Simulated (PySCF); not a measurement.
Bonds (- single, = double, # triple, : aromatic): C1=C2, C2-C3, C3-Si4, C2-C5, C5-F6, C5=C7, C7-F8, C7-F9. C1 carries H10, H11; C3 carries H12, H13; Si4 carries H14, H15, H16. H11 is cis to C3; H10 is trans to C3.

PySCF 2.14.0 with density-fitted response routines calculation with GFN2-xTB geometry and shieldings: GIAO PBE0/pcSseg-1; fast rotation and ring inversion assumed for equivalent nuclei, isolated molecule, no relativistic terms, single conformer.

Referencing at the same level of theory: TMS for 13C (186.93 ppm).

Question: Do the 13C shifts follow the atomic charges (in e)? Tabulate both.

Answer: 
```tsv
atoms	hybridisation	δ (ppm)	σ para (ppm)	Hirshfeld	IAO	Mulliken	ESP-fitted
C7	sp2	168.5	-232	+0.15	+0.50	+0.55	+0.31
C2	sp2	141.0	-217	-0.01	-0.01	-0.46	+0.07
C5	sp2	139.1	-202	+0.04	+0.19	+0.24	+0.06
C1	sp2	118.5	-182	-0.11	-0.33	-0.03	-0.49
C3	sp3	17.4	-82	-0.16	-0.54	-0.40	-0.34
```

Correlation coefficients of δ with charge over these carbons: Hirshfeld +0.84, IAO +0.86, Mulliken +0.63, ESP-fitted +0.67; with the paramagnetic shielding -1.00. Among the 4 sp2 carbons alone: Hirshfeld +0.97, IAO +0.96, Mulliken +0.58, ESP-fitted +0.94. With so few points, grouped by hybridisation, these coefficients are fragile. Charge is one influence among several: hybridisation and low-lying excitations act through the paramagnetic term.

Shifts are as computed. Against solution values, carbons near 30 ppm lie about +3 ppm off and those near 130 ppm about +5 ppm. Of 1211 compounds with measured shifts, 218 miss one by over three times the rms of a fit or turn the order of signals round; such compounds aren't used in these exercises.
